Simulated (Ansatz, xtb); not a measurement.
# ClH6InSi2: which of two isomers lies lower

Structure I: `[SiH3][In]([SiH3])[Cl]`, a singlet. Structure II: `[SiH3][SiH2][InH][Cl]`, a singlet. Both are isolated molecules in the gas phase, relaxed with B3LYP-D3(BJ)/def2-SVP; each stands in its lowest conformer found.

I (Å):

```yaml
atoms:
  - { symbol: Cl, position_ang: [2.3350, 1.3379, -2.0363] }
  - { symbol: In, position_ang: [0.7713, 0.2334, -0.5828] }
  - { symbol: Si, position_ang: [-0.7538, -1.3396, -1.9819] }
  - { symbol: Si, position_ang: [1.1629, 1.0109, 1.8668] }
  - { symbol: H, position_ang: [0.0930, -2.3447, -2.6895] }
  - { symbol: H, position_ang: [-1.4947, -0.5308, -2.9945] }
  - { symbol: H, position_ang: [-1.7418, -2.0599, -1.1248] }
  - { symbol: H, position_ang: [0.2153, 0.3539, 2.8153] }
  - { symbol: H, position_ang: [2.5598, 0.6751, 2.2718] }
  - { symbol: H, position_ang: [0.9768, 2.4897, 1.9474] }
```

II (Å):

```xyz
10

Cl   -2.8747   -0.0360   -0.8145
In   -1.6021   -1.7847    0.2311
Si    0.5067    1.5640    0.4338
Si    0.6092   -0.7069    1.0318
H     1.7497    2.2693    0.8684
H     0.3756    1.6739   -1.0455
H    -0.6681    2.1916    1.0997
H     1.7653   -1.3969    0.3808
H     0.7440   -0.8827    2.5107
H    -2.4539   -3.2908    0.1928
```

Task: Estimate which is lower in electronic energy at CCSD(T)/def2-SVP + ΔMP2/def2-TZVPP, and by roughly how much.

Result: The CCSD(T)/def2-SVP + ΔMP2/def2-TZVPP calculation puts structure I lower, by 6.5 kcal/mol.

The same difference at several levels:

| level | geometry | E(II) − E(I) (kcal/mol) | departure from the last row (kcal/mol) | job, with rough time for the two |
| --- | --- | --- | --- | --- |
| B3LYP-D3(BJ)/def2-SVP | B3LYP-D3(BJ)/def2-SVP | +6.4 | −0.1 | optimisation, 5 min |
| HF/def2-SVP | B3LYP-D3(BJ)/def2-SVP | +8.0 | +1.5 | part of the CCSD(T) run |
| MP2/def2-SVP | B3LYP-D3(BJ)/def2-SVP | +6.6 | +0.1 | part of the CCSD(T) run |
| CCSD(T)/def2-SVP | B3LYP-D3(BJ)/def2-SVP | +6.8 | +0.3 | single point |
| CCSD(T)/def2-SVP + ΔMP2/def2-TZVPP | B3LYP-D3(BJ)/def2-SVP | +6.5 |  | single point, 44 s |

As drawn, II has 1 Si–Si, 1 In–H in place of 1 In–Si, 1 Si–H.

None of the levels shown reverses the order. The largest departure from CCSD(T)/def2-SVP + ΔMP2/def2-TZVPP is that of HF/def2-SVP, 1.5 kcal/mol. Levels run at GFN2-xTB geometries aren't shown. The last row adds to CCSD(T) the change of the MP2 difference between the two basis sets, here −0.3 kcal/mol.

With harmonic frequencies from B3LYP-D3(BJ)/def2-SVP (ideal gas, rigid rotor, one conformer each, 298.15 K, 1 atm): on the last row, ΔE + ΔZPE = +6.0 kcal/mol. A mode under 50 cm⁻¹ makes harmonic enthalpies and free energies unreliable, so none is given.

The correlated steps freeze 19 core orbitals; the filled d shell of In is correlated, in a basis made for valence electrons. Atoms past krypton carry core potentials in the def2 sets and no spin–orbit term is included. Codes used: Ansatz 0.2.0; the last row on 2 threads of Intel(R) Xeon(R) Platinum 8259CL CPU @ 2.50GHz (Skylake/Cascade Lake) on a shared host.
